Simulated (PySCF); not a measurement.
Species: `[SiH3]C[Si@@H](P)C#CC(C)=O`. The columns A, B, C and D hold Mulliken, IAO, Hirshfeld and ESP-fitted charges (e) of one PBE0/pcSseg-1 density (PySCF), in a shuffled order. Coordinates in Å (GFN2-xTB); the density's dipole moment is (-0.54, -3.01, 2.29) D.

| atom | x | y | z | A | B | C | D |
| --- | --- | --- | --- | --- | --- | --- | --- |
| C1 | 4.103 | 0.319 | 0.178 | -0.120 | -0.702 | -0.283 | -0.473 |
| C2 | 2.875 | 1.093 | -0.236 | +0.172 | +0.863 | +0.131 | +0.377 |
| O3 | 2.902 | 2.186 | -0.747 | -0.221 | -0.506 | -0.329 | -0.380 |
| C4 | 1.652 | 0.387 | 0.045 | -0.036 | -0.358 | +0.054 | -0.064 |
| C5 | 0.620 | -0.193 | 0.288 | -0.133 | -0.008 | -0.329 | -0.298 |
| Si6 | -0.968 | -1.092 | 0.632 | +0.327 | +0.348 | +0.594 | +0.748 |
| P7 | -1.525 | -2.092 | -1.305 | 0.000 | -0.332 | -0.182 | -0.091 |
| C8 | -2.311 | 0.153 | 1.143 | -0.243 | -0.379 | -0.840 | -0.817 |
| Si9 | -2.800 | 1.419 | -0.199 | +0.311 | +0.422 | +0.497 | +0.605 |
| H10 | 4.034 | 0.059 | 1.233 | +0.057 | +0.190 | +0.147 | +0.169 |
| H11 | 4.995 | 0.912 | -0.003 | +0.054 | +0.183 | +0.140 | +0.167 |
| H12 | 4.153 | -0.607 | -0.393 | +0.058 | +0.200 | +0.148 | +0.170 |
| H13 | -0.660 | -2.039 | 1.724 | -0.077 | -0.105 | -0.033 | -0.112 |
| H14 | -0.583 | -3.100 | -1.181 | -0.005 | +0.122 | +0.071 | +0.004 |
| H15 | -2.516 | -2.877 | -0.735 | -0.008 | +0.122 | +0.055 | -0.003 |
| H16 | -1.962 | 0.685 | 2.028 | +0.047 | +0.116 | +0.181 | +0.171 |
| H17 | -3.203 | -0.395 | 1.448 | +0.044 | +0.130 | +0.175 | +0.165 |
| H18 | -3.818 | 2.309 | 0.371 | -0.078 | -0.116 | -0.081 | -0.115 |
| H19 | -3.371 | 0.696 | -1.338 | -0.079 | -0.097 | -0.069 | -0.116 |
| H20 | -1.623 | 2.187 | -0.594 | -0.070 | -0.093 | -0.047 | -0.105 |

Question: Which column most likely holds the ESP-fitted charges?

Answer: B. Σ q r misses the density's dipole by 0.08 D (B), 1.13 D (D), 1.36 D (C), 1.89 D (A). Charges fitted to the outside potential are the only set here that is tied to the molecule's multipoles.

Question: And the Hirshfeld charges?

Answer: A. The mean sizes are 0.107 e (A), 0.219 e (C), 0.257 e (D), 0.270 e (B), and Hirshfeld charges are commonly the smallest of these schemes.

As computed, A = Hirshfeld, B = ESP-fitted, C = Mulliken, D = IAO. Hydrogens on carbon: Hirshfeld +0.04 to +0.06, ESP-fitted +0.12 to +0.20, Mulliken +0.14 to +0.18, IAO +0.17 to +0.17 e.

The Hirshfeld scheme divides the density at each point in proportion to the densities of the neutral, spherically averaged free atoms. The ESP scheme is a least-squares fit of atom-centred charges to the potential on four shells outside the van der Waals surface, with the total charge fixed.

Isolated species at its GFN2-xTB geometry (one conformer only).

Shape of the structure used: `[CH3:1][C:2](=[O:3])[C:4]#[C:5][Si@H:6]([PH2:7])[CH2:8][SiH3:9]`: C5–Si6–C8–Si9 64°, H–P7–Si6–C5 76°, H–P7–Si6–C5 168°.
